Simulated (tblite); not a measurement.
Compound: C₅H₇F₃O.
Atom-mapped SMILES: `[CH3:1][C@@H:2]1[C@@H:3]([F:4])[C@H:5]1[O:6][CH:7]([F:8])[F:9]` (hydrogens: H10, H11, H12 on C1; H13 on C2; H14 on C3; H15 on C5; H16 on C7)

Computed with GFN2-xTB (tblite), gas phase: Langevin dynamics at 600 K from the optimised GFN2-xTB geometry, time step 0.5 fs, friction 0.01 fs⁻¹, 2000 steps. Over the second half of the run the saved frames average 564 K.

The optimised geometry, where the run starts:
```
atom  x, y, z in Å
C1     -1.769    0.230    1.648
C2     -0.863    0.595    0.502
C3     -0.840   -0.227   -0.749
F4     -0.716    0.416   -1.944
C5      0.349   -0.237    0.181
O6      1.516    0.457   -0.176
C7      2.233   -0.115   -1.173
F8      2.781   -1.297   -0.770
F9      3.257    0.691   -1.466
H10    -2.761    0.645    1.487
H11    -1.855   -0.850    1.742
H12    -1.372    0.629    2.578
H13    -0.720    1.657    0.345
H14    -1.452   -1.113   -0.860
H15     0.538   -1.147    0.743
H16     1.665   -0.326   -2.099
```

t = 125 fs, T = 578 K, E(pot) 0.695 eV above the start
```
atom  x, y, z in Å  |  force x, y, z in eV/Å
C1     -1.972    0.809    1.760   -1.223   0.075   0.203
C2     -1.044    0.688    0.586    0.989   0.187  -0.793
C3     -1.080   -0.451   -0.408   -1.556  -1.050   1.562
F4     -1.131   -0.373   -1.771    0.378   0.254   0.650
C5      0.083   -0.344    0.540   -0.253  -0.271   0.642
O6      1.274    0.235    0.147    0.855  -0.883  -1.800
C7      1.796   -0.188   -1.078   -0.517   0.809  -0.506
F8      2.632   -1.221   -0.974    0.243  -0.580   0.454
F9      2.565    0.846   -1.464    0.074   0.098  -0.300
H10    -2.728    1.597    1.607    0.481  -0.039  -0.100
H11    -2.595   -0.071    2.021    0.664   0.040  -0.653
H12    -1.435    1.029    2.671    0.332   0.262   0.061
H13    -0.569    1.612    0.144   -1.082  -0.623   0.679
H14    -1.787   -1.249   -0.030    0.583   0.593  -0.847
H15     0.249   -1.100    1.355   -0.432   0.537  -0.911
H16     1.117   -0.464   -1.993    0.463   0.592   1.660
```

t = 200 fs, T = 391 K, E(pot) 1.060 eV above the start
```
atom  x, y, z in Å  |  force x, y, z in eV/Å
C1     -2.063    1.125    1.689   -0.056   2.187  -0.013
C2     -1.238    0.693    0.574    1.076   0.045  -3.608
C3     -1.248   -0.705    0.024   -0.721  -1.678   1.532
F4     -1.250   -1.053   -1.277   -0.157   0.372  -0.258
C5     -0.039   -0.201    0.743    1.303  -0.096  -1.444
O6      1.303    0.001    0.207   -0.973  -0.300   0.805
C7      1.663   -0.321   -1.015    2.359   1.162  -1.106
F8      2.642   -1.303   -1.199   -0.428   0.571   1.182
F9      2.351    0.827   -1.542   -0.811  -1.156   0.443
H10    -2.606    2.001    1.345   -0.574  -0.116   0.133
H11    -2.680    0.425    2.140   -1.312  -1.493   0.247
H12    -1.472    1.492    2.489    0.990   0.418   0.813
H13    -1.181    1.393   -0.353    0.201  -0.778   1.796
H14    -1.772   -1.504    0.651    0.341   0.870  -1.076
H15     0.068   -0.741    1.639    0.354  -0.053   1.301
H16     0.988   -0.629   -1.765   -1.592   0.046  -0.744
```

t = 375 fs, T = 773 K, E(pot) 0.839 eV above the start
```
atom  x, y, z in Å  |  force x, y, z in eV/Å
C1     -2.390    1.233    2.091   -0.412   0.357   1.052
C2     -1.602    0.682    0.957    1.254   1.646  -0.633
C3     -1.950   -0.679    0.534   -0.166  -1.130   0.318
F4     -1.941   -1.051   -0.742   -0.262  -0.151  -1.458
C5     -0.617   -0.444    1.163    0.015   0.289   0.324
O6      0.639   -0.670    0.542   -1.216   0.524   1.833
C7      0.990   -0.397   -0.692    2.332  -0.180   0.837
F8      1.849   -1.405   -0.948    0.686  -0.285  -0.706
F9      1.768    0.747   -0.819   -0.228  -0.112   0.471
H10    -2.270    2.330    2.249   -0.186  -0.831  -0.411
H11    -3.416    0.967    1.787    0.085   0.532   0.941
H12    -2.083    0.774    3.048   -0.534   0.018  -0.416
H13    -1.354    1.518    0.288   -0.020  -0.922  -0.401
H14    -2.667   -1.288    1.103    0.045   0.365  -0.255
H15    -0.641   -0.779    2.190    0.866  -0.205   0.109
H16     0.366   -0.342   -1.511   -2.259   0.085  -1.604
```

t = 525 fs, T = 554 K, E(pot) 1.224 eV above the start
```
atom  x, y, z in Å  |  force x, y, z in eV/Å
C1     -2.422    1.118    2.217   -1.022  -0.083  -0.378
C2     -1.628    0.554    1.027    0.364  -1.099   0.859
C3     -2.207   -0.581    0.208    0.558   0.166   1.149
F4     -1.867   -0.593   -1.102   -0.239  -0.071  -0.427
C5     -1.004   -0.826    1.193   -1.505  -1.253   1.103
O6      0.286   -1.238    0.849    0.095   1.400  -1.495
C7      0.931   -0.463   -0.128    1.568  -3.290   2.140
F8      1.611   -1.384   -0.893   -0.116   0.898   0.297
F9      1.885    0.271    0.526   -0.738   0.024  -0.980
H10    -1.726    1.206    3.061   -0.615  -0.384   0.014
H11    -2.566    2.146    1.861   -0.836  -0.149   0.587
H12    -3.499    0.566    2.521    3.116   1.387  -0.961
H13    -0.948    1.270    0.533   -0.699  -0.224   0.263
H14    -3.288   -0.852    0.366    1.398  -0.095  -0.107
H15    -1.114   -1.499    2.112   -0.743   1.296  -1.053
H16     0.251    0.014   -0.757   -0.588   1.480  -1.012
```

t = 575 fs, T = 632 K, E(pot) 1.080 eV above the start
```
atom  x, y, z in Å  |  force x, y, z in eV/Å
C1     -2.466    1.168    2.146    1.368   0.532  -1.905
C2     -1.626    0.656    1.009    0.206  -3.244  -1.792
C3     -2.132   -0.471    0.040    3.873   0.556   0.702
F4     -1.527   -0.478   -1.246   -1.016   0.304   1.271
C5     -1.065   -0.797    1.135   -0.623   1.342  -0.437
O6      0.238   -1.208    0.902    2.172   1.344  -1.834
C7      1.177   -0.413    0.116   -3.279  -0.503  -0.241
F8      1.621   -1.114   -0.925    0.309  -0.562   0.061
F9      2.179   -0.100    0.884    0.874   0.346   0.529
H10    -1.722    1.688    2.698    0.070   0.907   0.968
H11    -3.202    1.814    1.702   -0.529   0.189   0.496
H12    -2.791    0.343    2.697   -1.012  -0.854   0.737
H13    -1.016    1.297    0.370   -0.149   0.317   0.789
H14    -3.012   -1.004    0.068   -1.718  -0.597  -0.141
H15    -1.250   -1.448    1.990   -0.975   0.480  -0.090
H16     0.693    0.496   -0.377    0.429  -0.558   0.887
```

t = 625 fs, T = 548 K, E(pot) 1.070 eV above the start
```
atom  x, y, z in Å  |  force x, y, z in eV/Å
C1     -2.398    1.138    1.999   -1.673  -2.110  -1.044
C2     -1.427    0.596    0.976    0.046  -0.591  -0.702
C3     -1.905   -0.362   -0.143   -0.872  -0.563   5.441
F4     -1.420   -0.186   -1.306    0.976   0.254  -3.102
C5     -0.977   -0.845    1.009   -1.074  -0.121   0.834
O6      0.327   -1.310    0.864   -0.844  -0.751   0.177
C7      1.175   -0.562    0.266    3.193   1.401  -0.755
F8      1.614   -1.143   -0.934   -0.059   0.770   1.440
F9      2.313   -0.415    1.138   -0.792  -0.578  -1.311
H10    -2.075    1.988    2.560    0.249   0.063   0.218
H11    -3.306    1.395    1.369    0.693   0.048   1.157
H12    -2.673    0.221    2.632    0.169   1.705  -0.431
H13    -0.760    1.294    0.522    0.481   0.603   0.192
H14    -2.950   -0.673   -0.025    0.311  -0.109  -0.686
H15    -1.301   -1.489    1.868   -0.566   0.674  -1.050
H16     0.968    0.523    0.086   -0.240  -0.697  -0.379
```

t = 650 fs
```
atom  x, y, z in Å
C1     -2.490    1.054    2.055
C2     -1.473    0.571    1.029
C3     -1.746   -0.379   -0.208
F4     -1.284   -0.051   -1.369
C5     -0.939   -0.816    1.088
O6      0.383   -1.278    1.035
C7      1.314   -0.572    0.342
F8      1.639   -1.051   -0.931
F9      2.394   -0.651    1.109
H10    -2.044    1.801    2.673
H11    -3.175    1.720    1.425
H12    -2.982    0.271    2.656
H13    -0.763    1.404    0.861
H14    -2.773   -0.623   -0.179
H15    -1.425   -1.385    1.847
H16     1.153    0.517    0.239
```

Q: Estimate the potential energy and the forces of this last frame.

A: 1.045 eV above the start.

```
atom  Fx (eV/Å)  Fy (eV/Å)  Fz (eV/Å)
  C1     -0.981      0.760     -1.839
  C2      1.225      0.640     -0.472
  C3     -0.433      0.639      5.514
  F4      1.232      0.282     -1.776
  C5     -0.208      0.300     -1.792
  O6     -0.140      0.412     -0.885
  C7     -0.067      0.149     -0.098
  F8     -0.462      0.150      1.494
  F9      1.272     -0.295     -0.091
 H10      0.551     -0.008      0.802
 H11      0.003     -1.267      0.977
 H12      0.117      0.539     -0.654
 H13     -0.276     -0.624     -0.281
 H14     -0.900     -0.749     -0.516
 H15     -0.430     -0.829     -0.039
 H16     -0.502     -0.100     -0.342
```

The bond farthest from its length at the start is C2–C3 (1.583 against 1.496 Å), and half the difference of its two atoms' forces along it is -2.20 eV/Å (positive lengthens). The largest atomic force is 5.57 eV/Å.

The cost below is that of the whole dynamics run. Hardware: Intel Xeon at 2.50 GHz, one thread, on a shared host. Cost: 40 s of wall time, 0.18 GiB resident at most.
